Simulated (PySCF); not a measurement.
C₃H₆O₂Si, SMILES C(=C=C)[SiH](O)O.

Coordinates come from a PBE0-D3(BJ)/def2-SVP optimisation. This is a generated structure with no PubChem entry under its InChIKey; it may be hypothetical. The values are those of a single conformer.

Two levels are set side by side: PBE/def2-TZVP (PySCF) and ωB97X/def2-TZVP (PySCF). Same geometry, gas phase. Differences are taken from unrounded values.

```json
[
 {"quantity": "orbital gap (eV)", "ωB97X": "11.72"},
 {"quantity": "highest occupied level (eV)", "ωB97X": "-10.02"},
 {"quantity": "lowest empty level (eV)", "ωB97X": "1.70"},
 {"quantity": "dipole moment (D)", "ωB97X": "0.61"},
 {"quantity": "mean polarisability (bohr³)", "ωB97X": "67.2"}
]
```

### Question
What does PBE give, and how far is it from ωB97X? (Estimate from the structure and the level; the computed values follow.)

### Answer

```tsv
quantity	PBE	PBE minus ωB97X
orbital gap (eV)	5.10	-6.63
highest occupied level (eV)	-6.51	3.51
lowest empty level (eV)	-1.42	-3.12
dipole moment (D)	0.61	0.00
mean polarisability (bohr³)	70.4	3.3
```

PBE's occupied levels lie high since its potential decays too fast outside the molecule; exact exchange lowers them and widens the gap. PBE's more diffuse valence density responds more strongly to a field. Differences between two approximate levels are no errors against the true value.

Rough cost on one machine, each run with all the roots and properties that it gave: ωB97X against PBE within a factor of 2.
